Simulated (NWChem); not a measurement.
System: CH$_{2}$BNO$_{3}$; SMILES OB(O)N=C=O

Here is an NWChem input.

```
start job
memory heap 200 mb stack 900 mb global 1100 mb
geometry units angstroms noautosym nocenter noautoz
  B      0.074563    -1.022543     0.000000
  N     -0.057107     0.417316     0.000000
  C     -0.168131     1.606427     0.000000
  O     -0.276433     2.769988     0.000000
  O      1.293137    -1.612027     0.000000
  H      2.013272    -0.976303     0.000000
  O     -1.016775    -1.823341     0.000000
  H     -1.840441    -1.329068     0.000000
end
basis spherical
  * library 6-31+g*
end
dft
  xc pbe0
  iterations 150
end
property
  response 1 0.1139
end
task dft property
```

NWChem printed, in part:

```
             Northwest Computational Chemistry Package (NWChem) 7.3.0
             --------------------------------------------------------

                             Geometry "geometry" -> ""
                             -------------------------

 Output coordinates in angstroms (scale by  1.889725989 to convert to a.u.)

  No.       Tag          Charge          X              Y              Z
 ---- ---------------- ---------- -------------- -------------- --------------
    1 B                    5.0000     0.07456300    -1.02254300     0.00000000
    2 N                    7.0000    -0.05710700     0.41731600     0.00000000
    3 C                    6.0000    -0.16813100     1.60642700     0.00000000
    4 O                    8.0000    -0.27643300     2.76998800     0.00000000
    5 O                    8.0000     1.29313700    -1.61202700     0.00000000
    6 H                    1.0000     2.01327200    -0.97630300     0.00000000
    7 O                    8.0000    -1.01677500    -1.82334100     0.00000000
    8 H                    1.0000    -1.84044100    -1.32906800     0.00000000

 Effective nuclear repulsion energy (a.u.)     197.5351753456

                              NWChem Property Module
                              ----------------------

                                 NWChem DFT Module
                                 -----------------

 Summary of "ao basis" -> "ao basis" (spherical)
 ------------------------------------------------------------------------------
       Tag                 Description            Shells   Functions and Types
 ---------------- ------------------------------  ------  ---------------------
 B                          6-31+g*                  8       18   4s3p1d
 N                          6-31+g*                  8       18   4s3p1d
 C                          6-31+g*                  8       18   4s3p1d
 O                          6-31+g*                  8       18   4s3p1d
 H                          6-31+g*                  2        2   2s

            General Information
            -------------------
          SCF calculation type: DFT
          Wavefunction type:  closed shell.
          No. of atoms     :     8
          No. of electrons :    44
           Alpha electrons :    22
            Beta electrons :    22
          Charge           :     0
          Spin multiplicity:     1
          Use of symmetry is: off; symmetry adaption is: off
          Maximum number of iterations: 150
          AO basis - number of functions:   112
                     number of shells:    52
          Convergence on energy requested:  1.00D-06
          Convergence on density requested:  1.00D-05
          Convergence on gradient requested:  5.00D-04

              XC Information
              --------------
                         PBE0 Method XC Functional
                     Hartree-Fock (Exact) Exchange  0.250
          PerdewBurkeErnzerhof Exchange Functional  0.750
            Perdew 1991 LDA Correlation Functional  1.000 local
           PerdewBurkeErnz. Correlation Functional  1.000 non-local

             Grid Information
             ----------------
          Grid used for XC integration:  medium
          Radial quadrature: Mura-Knowles
          Angular quadrature: Lebedev.
          Tag              B.-S. Rad. Rad. Pts. Rad. Cut. Ang. Pts.
          ---              ---------- --------- --------- ---------
          B                   0.85       49          12.0       434
          N                   0.65       49          10.0       434
          C                   0.70       49          13.0       434
          O                   0.60       49          13.0       434
          H                   0.35       45          12.0       434
          Grid pruning is: on
          Number of quadrature shells:   384
          Spatial weights used:  Erf1

      Superposition of Atomic Density Guess
      -------------------------------------

 Sum of atomic energies:        -341.75572194

      Non-variational initial energy
      ------------------------------

 Total energy =    -344.449454
 1-e energy   =    -857.988026
 2-e energy   =     316.003397
 HOMO         =      -0.390851
 LUMO         =       0.016083

   convergence    iter        energy       DeltaE   RMS-Dens  Diis-err
 ---------------- ----- ----------------- --------- --------- ---------
 d= 0,ls=0.0,diis     1   -344.1954860691 -5.42D+02  1.72D-02  1.50D+00
 d= 0,ls=0.0,diis     2   -344.0546989018  1.41D-01  9.43D-03  3.26D+00
 d= 0,ls=0.0,diis     3   -344.3488628301 -2.94D-01  2.60D-03  1.37D-01
 d= 0,ls=0.0,diis     4   -344.3549155770 -6.05D-03  1.30D-03  7.05D-02
 d= 0,ls=0.0,diis     5   -344.3623442082 -7.43D-03  2.17D-04  1.04D-03
  Resetting Diis
 d= 0,ls=0.0,diis     6   -344.3624655998 -1.21D-04  4.00D-05  4.25D-05
 d= 0,ls=0.0,diis     7   -344.3624693806 -3.78D-06  2.81D-05  7.24D-06
 d= 0,ls=0.0,diis     8   -344.3624683901  9.90D-07  1.74D-05  1.80D-05
 d= 0,ls=0.0,diis     9   -344.3624700657 -1.68D-06  1.43D-06  5.36D-08
 d= 0,ls=0.0,diis    10   -344.3624700690 -3.31D-09  7.59D-07  1.80D-08

         Total DFT energy =     -344.362470068970
      One electron energy =     -861.762661510730
           Coulomb energy =      362.466987843407
    Exchange-Corr. energy =      -42.601971747202
 Nuclear repulsion energy =      197.535175345556

 Numeric. integr. density =       43.999997521186

                       DFT Final Molecular Orbital Analysis
                       ------------------------------------

 Vector   20  Occ=2.000000D+00  E=-3.578466D-01
              MO Center=  1.4D-01, -1.7D+00,  2.2D-11, r^2= 2.0D+00
   Bfn.  Coefficient  Atom+Function         Bfn.  Coefficient  Atom+Function
  ----- ------------  ---------------      ----- ------------  ---------------
    77      0.459795  5 O  pz                97     -0.459764  7 O  pz
    81      0.318571  5 O  pz               101     -0.318546  7 O  pz
    85      0.075204  5 O  pz               105     -0.075221  7 O  pz
    17     -0.043545  1 B  d  1

 Vector   21  Occ=2.000000D+00  E=-3.379442D-01
              MO Center= -1.1D-01,  9.5D-01,  2.1D-09, r^2= 3.1D+00
   Bfn.  Coefficient  Atom+Function         Bfn.  Coefficient  Atom+Function
  ----- ------------  ---------------      ----- ------------  ---------------
    23      0.443665  2 N  pz                59     -0.397311  4 O  pz
    27      0.332505  2 N  pz                63     -0.266751  4 O  pz
    77     -0.172206  5 O  pz                97     -0.172016  7 O  pz
    81     -0.119045  5 O  pz               101     -0.118922  7 O  pz
    41      0.075902  3 C  pz                31      0.071192  2 N  pz

 Vector   22  Occ=2.000000D+00  E=-3.307426D-01
              MO Center= -1.1D-01,  9.8D-01, -1.6D-10, r^2= 3.1D+00
   Bfn.  Coefficient  Atom+Function         Bfn.  Coefficient  Atom+Function
  ----- ------------  ---------------      ----- ------------  ---------------
    21      0.447487  2 N  px                57     -0.399245  4 O  px
    25      0.342242  2 N  px                61     -0.270938  4 O  px
    96      0.171827  7 O  py                76     -0.164410  5 O  py
   100      0.103884  7 O  py                80     -0.101242  5 O  py
    39      0.097187  3 C  px                29      0.074352  2 N  px

 Vector   23  Occ=0.000000D+00  E=-1.740041D-02
              MO Center= -2.8D-02,  6.9D-02, -4.3D-09, r^2= 1.0D+01
   Bfn.  Coefficient  Atom+Function         Bfn.  Coefficient  Atom+Function
  ----- ------------  ---------------      ----- ------------  ---------------
    10      2.066862  1 B  s                 46     -0.683951  3 C  s
    30      0.612952  2 N  py                48      0.569896  3 C  py
    12      0.549315  1 B  py                64     -0.502593  4 O  s
     6      0.474770  1 B  s                 82     -0.285391  5 O  s
   102     -0.285320  7 O  s                 92      0.253206  6 H  s

 Vector   24  Occ=0.000000D+00  E=-3.749824D-03
              MO Center= -5.7D-02,  4.1D-01,  3.1D-09, r^2= 3.8D+00
   Bfn.  Coefficient  Atom+Function         Bfn.  Coefficient  Atom+Function
  ----- ------------  ---------------      ----- ------------  ---------------
    45      0.474561  3 C  pz                41      0.442642  3 C  pz
     9     -0.418249  1 B  pz                 5     -0.380108  1 B  pz
    59     -0.287056  4 O  pz                63     -0.272279  4 O  pz
    13     -0.214673  1 B  pz                49      0.198616  3 C  pz
    77      0.192717  5 O  pz                97      0.192666  7 O  pz

 Vector   25  Occ=0.000000D+00  E= 1.106227D-02
              MO Center=  4.0D-02, -6.3D-01, -4.4D-10, r^2= 1.3D+01
   Bfn.  Coefficient  Atom+Function         Bfn.  Coefficient  Atom+Function
  ----- ------------  ---------------      ----- ------------  ---------------
    11      1.271350  1 B  px                82     -0.594777  5 O  s
   102      0.594747  7 O  s                 29     -0.346032  2 N  px
    92      0.336502  6 H  s                112     -0.336161  8 H  s
     7      0.224268  1 B  px                47      0.220482  3 C  px
    78     -0.218039  5 O  s                 98      0.217787  7 O  s

     Multipole analysis of the density
     ---------------------------------

     L   x y z        total         alpha         beta         nuclear
     -   - - -        -----         -----         ----         -------
     0   0 0 0     -0.000000    -22.000000    -22.000000     44.000000

     1   1 0 0     -0.022771      0.804463      0.804463     -1.631697
     1   0 1 0      0.249730      0.296218      0.296218     -0.342706
     1   0 0 1     -0.000000     -0.000000     -0.000000      0.000000

     2   2 0 0    -19.076125    -62.961758    -62.961758    106.847392
     2   1 1 0      1.551261     18.022008     18.022008    -34.492756
     2   1 0 1      0.000000      0.000000      0.000000      0.000000
     2   0 2 0    -35.894746   -256.170521   -256.170521    476.446297
     2   0 1 1     -0.000000     -0.000000     -0.000000      0.000000
     2   0 0 2    -24.283022    -12.141511    -12.141511      0.000000

 *** CALLING NEW AORESP DRIVER FOR CLOSED AND OPEN SHELLS ***
 Entering AOResponse driver routine

--------------------------------------------------------------------------------

          -----------------------------------------------
          Solving response equations for perturbing field
          -----------------------------------------------

 number of frequencies:     1
 frequency in a.u.:  0.1139000E+00
 Perturbing field: electric
 Using El. Dipole Length Gauge

 Setting up CPKS with frequency omega =      0.11390000 a.u.

                            NWChem Dynamic CPHF Module
                            --------------------------

    scftype = RHF
    nclosed =   22
      nopen =    0
  variables =     3960
  num. vecs =        3
  tolerance =   1.0D-04
  max. iter =   50

 SCF residual:    4.9891487684522046E-005

Iterative solution of linear equations
  No. of variables     3960
  No. of equations        3
  Maximum subspace       30
       Convergence  1.0D-04

   iter   nsub   residual    time
   ----  ------  --------  ---------
     1      3    9.75D+00      26.1
     2      6    5.61D+00      40.5
     3      9    8.62D-01      54.8
     4     12    2.55D-01      69.1
     5     15    6.38D-02      83.7
     6     18    9.56D-03      98.2
     7     21    2.41D-03     112.4
     8     24    2.37D-03     126.7
     9     27    2.18D-04     141.2
    10     30    1.84D-05     155.7

 Electric Dipole Response Matrix (nonzero elements):

              1        2        3
    1   35.3580  -2.8860  -0.0000
    2   -2.8860  66.0999  -0.0000
    3   -0.0000  -0.0000  24.2706

 ------------------------------------------
 average:        41.90951 + I       0.00000

 DFT Linear Response polarizability / au
 Frequency  =       0.1139000 / au
 Wavelength =     400.0294381 / nm
              X              Y              Z
 -----------------------------------------------
 X      35.3580098     -2.8860407     -0.0000000
 Y      -2.8860460     66.0999205     -0.0000000
 Z      -0.0000000     -0.0000000     24.2706128
 -----------------------------------------------
 Eigenvalues =      35.0894159     66.3685143     24.2706128
 Isotropic   =      41.9095143
 Anisotropic =      37.8659597
 -----------------------------------------------

 Magnetic Dipole Response Matrix (nonzero elements):

 Exiting AOResponse driver routine
```

Level: PBE0/6-31+G* (spherical d). All runs use the structure optimised with PBE0/def2-SVP.
